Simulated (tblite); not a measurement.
C17H32B8 (nanocrystal C surface) at step 0 of a GFN2-xTB optimisation (tblite, gas phase), coordinates in Å:

```
  1 C    -1.2563   -1.1650    1.5254
  2 C    -1.2644   -1.1606   -0.0245
  3 C    -1.2560    0.2907   -0.5314
  4 C    -1.2619    0.2974   -2.0832
  5 C    -1.2622    0.2918    2.0453
  6 C    -0.0034   -1.8919   -0.5350
  7 C     1.2611   -1.1615    1.5237
  8 C     1.2644   -1.1605   -0.0161
  9 C     0.0026   -1.8935    2.0415
 10 C    -0.0029    2.4765   -0.5308
 11 C    -0.0022    2.4761   -2.0791
 12 C    -0.0026    1.0191   -2.5918
 13 C     1.2576    0.2937   -0.5274
 14 C     1.2632    0.2924   -2.0797
 15 C    -0.0023    1.0262    1.5272
 16 C    -0.0020    1.0217   -0.0113
 17 C     1.2614    0.2949    2.0428
 18 H    -1.2623   -0.7381   -2.4413
 19 H    -2.1518    0.8086   -2.4378
 20 H    -2.1484    0.8077    1.6812
 21 H    -1.2635    0.2968    3.1334
 22 H    -0.0010   -1.8899   -1.6226
 23 H     0.0033   -2.9144   -0.1625
 24 H    -0.0043   -1.8957    3.1304
 25 H     0.0004   -2.9164    1.6794
 26 H    -0.8962    2.9902   -0.1666
 27 H     0.8906    2.9934   -0.1698
 28 H    -0.8907    2.9917   -2.4391
 29 H     0.8905    2.9915   -2.4423
 30 H     1.2621   -0.7343   -2.4369
 31 H     2.1546    0.8074   -2.4414
 32 H     2.1491    0.8081    1.6787
 33 H     1.2600    0.2931    3.1300
 34 B    -2.5655   -1.9188    2.0640
 35 H    -2.7093   -2.1025    3.2145
 36 H    -3.3942   -2.2747    1.2947
 37 B    -2.5684   -1.9174   -0.5550
 38 H    -3.5278   -1.2948   -0.8479
 39 H    -2.5657   -3.0973   -0.6617
 40 B    -2.5724    1.0506    0.0021
 41 H    -2.5695    2.2215    0.1081
 42 H    -3.5283    0.4229    0.2836
 43 B     2.5723   -1.9165    2.0567
 44 H     3.2825   -2.4742    1.2983
 45 H     2.8221   -1.9062    3.2152
 46 B     2.5655   -1.9159   -0.5543
 47 H     2.5088   -3.0547   -0.8643
 48 H     3.5898   -1.3312   -0.6408
 49 B     0.0015    1.0215   -4.1916
 50 H    -0.8958    0.5313   -4.7804
 51 H     0.8908    1.5149   -4.7793
 52 B     2.5740    1.0485    0.0006
 53 H     3.5823    0.4555    0.1219
 54 H     2.5162    2.1965    0.2593
 55 B     0.0006    2.5287    2.0618
 56 H    -1.0072    3.1500    2.0864
 57 H     1.0109    3.0161    2.4379
```

Question: What are the forces on the atoms (eV/Å)?

Answer: 
```
  1 C    -0.82   -0.44    0.21
  2 C     0.16   -0.36   -0.55
  3 C    -0.76    0.53    0.09
  4 C     0.62    0.16    0.60
  5 C     1.07   -0.56   -0.08
  6 C     0.14    0.75    0.49
  7 C     0.86   -0.42    0.41
  8 C    -0.32   -0.40   -0.93
  9 C    -0.02    0.77    0.13
 10 C    -0.01   -0.17   -0.42
 11 C     0.18   -0.30    0.45
 12 C    -0.16   -0.02   -1.15
 13 C     0.58    0.48    0.02
 14 C    -0.49    0.55    0.36
 15 C     0.14    0.20    0.90
 16 C     0.00    0.04   -0.57
 17 C    -1.13   -0.74   -0.10
 18 H    -0.25    0.35   -0.16
 19 H    -0.07   -0.01   -0.21
 20 H    -0.13    0.12    0.10
 21 H    -0.12    0.04    0.16
 22 H     0.01   -0.38    0.13
 23 H    -0.03   -0.06   -0.47
 24 H     0.04   -0.07    0.12
 25 H     0.02   -0.10    0.34
 26 H     0.49    0.01   -0.16
 27 H    -0.45    0.04   -0.03
 28 H     0.04    0.03   -0.16
 29 H    -0.15   -0.02   -0.10
 30 H     0.25    0.10   -0.25
 31 H    -0.04   -0.09   -0.14
 32 H     0.19    0.04    0.09
 33 H     0.14    0.08    0.17
 34 B     0.11    0.21    0.09
 35 H    -0.01   -0.02   -0.08
 36 H     0.20    0.11    0.39
 37 B    -0.28   -0.36    0.13
 38 H     0.29   -0.49   -0.25
 39 H     0.06    0.32   -0.17
 40 B     0.18   -0.17    0.47
 41 H    -0.45   -0.22   -0.20
 42 H    -0.05    0.43   -0.25
 43 B    -0.23    0.18    0.44
 44 H    -0.17    0.01    0.31
 45 H    -0.02   -0.03   -0.33
 46 B     0.37   -0.34    0.16
 47 H     0.01    0.27   -0.06
 48 H    -0.37   -0.52   -0.38
 49 B     0.02    0.02    0.08
 50 H     0.25    0.12    0.06
 51 H    -0.11   -0.06    0.07
 52 B    -0.18    0.02    0.54
 53 H    -0.08    0.52   -0.08
 54 H     0.49   -0.15   -0.34
 55 B    -0.04    0.27   -0.09
 56 H     0.35   -0.19    0.22
 57 H    -0.34   -0.08   -0.03
```
